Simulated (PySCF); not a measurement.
**[Nd(H2O)4]3+ at several levels of theory**

Computed with PySCF 2.14.0 (density fitting, no spin-orbit coupling) at the geometry relaxed with PBE:

```xyz
13
[Nd(H2O)4]3+ (singlet in the valence; each metal's 4f electrons, 3 of them, lie in its core potential, out of spins and levels)
Nd    0.0000    0.0000    0.0000
O     1.4115    1.3692    1.3039
H     2.2202    1.1064    1.8186
H     1.3492    2.3481    1.4653
O    -1.4112   -1.3041    1.3692
H    -1.3495   -1.4650    2.3480
H    -2.2202   -1.8186    1.1064
O     1.4115   -1.3692   -1.3039
H     1.3492   -2.3481   -1.4653
H     2.2202   -1.1064   -1.8186
O    -1.4112    1.3041   -1.3692
H    -2.2202    1.8186   -1.1064
H    -1.3495    1.4650   -2.3480
```

```
 level                                              basis    state  HOMO (eV)  gap (eV)  charge on Nd1 (e)  population of f-type functions on Nd1 (polarisation alone where 4f lies in the core)  dipole about the centre of mass (D)  largest force component (eV/Å)
   PBE  Nd lcecp-1-SVP with ECP49, O def2-SVP, H def2-SVP  singlet     -22.09      5.87               1.62                                                                                  0.06                                 0.00                            0.01
  PBE0                                           the same  singlet     -23.97      8.64               1.80                                                                                  0.06                                 0.00                            0.48
r2SCAN                                           the same  singlet     -22.54      6.60               1.77                                                                                  0.05                                 0.00                            0.36
revPBE                                           the same  singlet     -22.04      5.93               1.65                                                                                  0.06                                 0.00                            0.10
 M06-L                                           the same  singlet     -22.51      6.78               1.90                                                                                  0.05                                 0.00                            0.49
```

In the lcecp rows the 4f levels are missing from HOMO and gap, and the state counts the valence alone.

Charges are Mulliken's, which hang on the basis. The relaxation used the grid (50, 194), these runs (75, 302) or, all-electron (x2c bases, spin-free X2C Hamiltonian), (99, 590).

Problem. What does PBE with Nd lcecp-1-TZVP with ECP49, O def2-TZVP, H def2-TZVP give here?

Solution. state singlet, HOMO (eV) -22.15, gap (eV) 6.00, charge on Nd1 (e) 2.06, population of f-type functions on Nd1 (polarisation alone where 4f lies in the core) 0.07, dipole about the centre of mass (D) 0.00, largest force component (eV/Å) 0.21. Time: 42 s on 2 threads of Arm Neoverse V1 (shared host), from free ions and atoms.

In the first row's basis the gap widens with exact exchange: 5.9 to 6.8 eV for PBE, revPBE, r2SCAN, M06-L (none); 8.6 eV for PBE0 (a fixed share).

An lcecp potential fixes the number of 4f electrons, so in runs with it no electron can move into or out of that shell.
